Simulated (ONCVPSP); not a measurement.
rhenium: excitation energies, all-electron against ONCV

ONCVPSP 4.0.1 input, shortened (lines: element, Z, core and valence counts, functional; n l f; lmax; l rc ep ncon nbas qcut; lloc lpopt rc5 dvloc0; l nproj debl; icmod fcfact rcfact), PBE, scalar-relativistic:

```
  Re 75.00   10    4        4      upf
    1    0    2.00
    2    0    2.00
    2    1    6.00
    3    0    2.00
    3    1    6.00
    3    2   10.00
    4    0    2.00
    4    1    6.00
    4    2   10.00
    4    3   14.00
    5    0    2.00
    5    1    6.00
    5    2    5.00
    6    0    1.00
    2
    0    1.35    0.00    4    7    7.60
    1    1.50    0.00    3    7   10.30
    2    2.75    0.00    4    8    5.10
    4    5    0.85    0.00
    0    2    4.00
    1    1    2.90
    2    2    0.30
    1    0.65    0.00
```

In the d channel the program set the typed energies aside and used -0.476, 0.250 Ha.

Energies are relative to the spin-unpolarised reference configuration 5s2 5p6 5d5 6s1; without spin polarisation the order of configurations can differ from experiment.

```
valence configuration  charge  ΔE all-electron (eV)  error AE − PS (meV)
      5s2 5p6 5d5 6s2       0                -9.248                 +3.0
      5s2 5p6 5d6 6s0      +1                 0.149                  +23
```

Problem. What are ΔE and the potential's error for 5s2 5p6 5d5 6s0?

Solution. ΔE = 16.322 eV all-electron; the error (AE − PS) is -10 meV.

Problem. What are ΔE and the potential's error for 5s2 5p6 5d4 6s0?

Solution. ΔE = 43.451 eV all-electron; the error (AE − PS) is +6.0 meV.

Levels in the configuration 5s2 5p6 5d6 6s0:

| level | all-electron (eV) | pseudo (eV) |
| --- | --- | --- |
| 5s | -90.426 | -90.507 |
| 5p | -52.384 | -52.427 |
| 5d | -11.203 | -11.238 |

Note: ghosts flagged at negative energy: s at -223.8 eV, p at -19.4 eV; GHOST(+) flagged for d at 176.7 eV. A true bound ghost makes a file unfit for plane-wave use.
